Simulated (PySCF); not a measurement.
propylene glycol cation (C₃H₈O₂), SMILES CC(O)CO (connectivity only; charge and spin as stated), charge +1, multiplicity 2.

Coordinates come from a PBE-D3(BJ)/def2-SVP optimisation. The spin state was assumed, not searched. One conformer was computed; it need not be the lowest.

All values below come from TDA-PBE/def2-SVPD (PySCF).

Vertical excitations. 

```csv
state,energy (eV),λ (nm),f,main pairs
root 1,3.04,408,0.000,β HOMO−1→LUMO 93 %
root 2,3.18,390,0.003,"β HOMO−2→LUMO 62 %, β HOMO→LUMO 32 %"
root 3,3.59,346,0.017,"β HOMO→LUMO 25 %, β HOMO−3→LUMO 25 %, β HOMO−4→LUMO 24 %, β HOMO−2→LUMO 23 %"
root 4,3.89,319,0.029,"β HOMO−3→LUMO 72 %, β HOMO→LUMO 14 %"
root 5,4.34,286,0.125,"β HOMO−4→LUMO 70 %, β HOMO→LUMO 17 %"
root 6,5.91,210,0.005,"β HOMO−5→LUMO 50 %, β HOMO−6→LUMO 48 %"
root 7,6.21,200,0.037,"β HOMO−6→LUMO 46 %, β HOMO−5→LUMO 39 %, β HOMO−7→LUMO 9 %"
root 8,6.27,198,0.012,β HOMO−7→LUMO 89 %
root 9,6.58,188,0.004,α HOMO→LUMO 96 %
root 10,7.17,173,0.002,"α HOMO→LUMO+2 77 %, α HOMO→LUMO+1 15 %, β HOMO−8→LUMO 8 %"
```
Unrestricted roots are not spin-pure.
